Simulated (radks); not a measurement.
Results of a calculation; reference values are marked as such.
Isoelectronic series with 10 electrons, each ion in its NIST ground configuration. Level of theory: non-relativistic Kohn-Sham, LDA (Slater exchange, Perdew-Wang correlation), spin-polarised, spherical densities, point nucleus (a radial shooting solver on a logarithmic mesh with Libxc functionals). Total energies (hartree) and screening constants sigma, defined by e = -(Z - sigma)^2 / (2 n^2) hartree:

| ion | configuration | E (hartree) | 2p | 2s | 1s |
|---|---|---|---|---|---|
| Ne | [Ne] | -128.22992 | 8.004 | 6.747 | 2.215 |
| Mg2+ | [Ne] | -198.28733 | 7.567 | 6.601 | 2.333 |
| Si4+ | [Ne] | -284.40792 | 7.391 | 6.509 | 2.406 |
| S6+ | [Ne] | -386.55629 | 7.292 | 6.447 | 2.457 |
| Ar8+ | [Ne] | -504.71939 | 7.227 | 6.404 | 2.494 |
| Ca10+ | [Ne] | -638.89112 | 7.182 | 6.372 | 2.521 |
| Ti12+ | [Ne] | -789.06818 | 7.147 | 6.347 | 2.543 |
| Cr14+ | [Ne] | -955.24869 | 7.121 | 6.327 | 2.561 |
| Fe16+ | [Ne] | -1137.43148 | 7.100 | 6.311 | 2.576 |
| Ni18+ | [Ne] | -1335.61580 | 7.082 | 6.298 | 2.588 |
| Zn20+ | [Ne] | -1549.80117 | 7.068 | 6.287 | 2.598 |
| Ge22+ | [Ne] | -1779.98724 | 7.055 | 6.277 | 2.607 |
| Se24+ | [Ne] | -2026.17378 | 7.045 | 6.269 | 2.615 |
| Kr26+ | [Ne] | -2288.36062 | 7.036 | 6.261 | 2.622 |
| Sr28+ | [Ne] | -2566.54766 | 7.028 | 6.255 | 2.628 |
| Zr30+ | [Ne] | -2860.73479 | 7.021 | 6.249 | 2.633 |
